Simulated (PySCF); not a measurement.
# Polarisability and C₆ of Br⁺ (bromine, charge +1)

[Ar] 3d10 4s2 4p4, high-spin 3P determinant. Calculation: PySCF 2.14, in x2c-QZVPPall with one added diffuse shell each of s, p, d, f type (12s9p6d5f1g, 113 functions); scalar relativity by spin-free X2C-1e. Coupled (time-dependent) response in atomic units; α is the mean over directions.

```json
{"method": "CAM-B3LYP", "mean α (bohr³)": "12.43", "α xx, yy, zz": "12.08, 13.13, 12.08", "C₆ (like pair)": "77.12", "S(−4)": "32.96"}
```

S(−4) is the Cauchy moment in α(ω) = α(0) + S(−4) ω² + …

Spin-orbit coupling is absent.

α(iu) at CAM-B3LYP:

```json
{"u (hartree)": "0", "α(iu) (bohr³)": "12.43"}
{"u (hartree)": "0.0500", "α(iu) (bohr³)": "12.35"}
{"u (hartree)": "0.100", "α(iu) (bohr³)": "12.11"}
{"u (hartree)": "0.200", "α(iu) (bohr³)": "11.26"}
{"u (hartree)": "0.300", "α(iu) (bohr³)": "10.11"}
{"u (hartree)": "0.500", "α(iu) (bohr³)": "7.728"}
{"u (hartree)": "0.750", "α(iu) (bohr³)": "5.415"}
{"u (hartree)": "1.00", "α(iu) (bohr³)": "3.894"}
{"u (hartree)": "1.50", "α(iu) (bohr³)": "2.252"}
{"u (hartree)": "2.00", "α(iu) (bohr³)": "1.477"}
{"u (hartree)": "3.00", "α(iu) (bohr³)": "0.8091"}
{"u (hartree)": "5.00", "α(iu) (bohr³)": "0.3868"}
```

A single London oscillator, α(iu) = α/(1 + u²/ω²), gives C₆ = (3/4) ω α². Matching the computed C₆ needs ω = 4 × 77.12 / (3 × 12.43²) = 0.666 hartree.

For an ion, C₆ is the dispersion term alone; charge-induced terms of lower order in 1/R come first.

The components differ because the open shell of this determinant is not spherical; for a pure term their mean is the scalar polarisability.
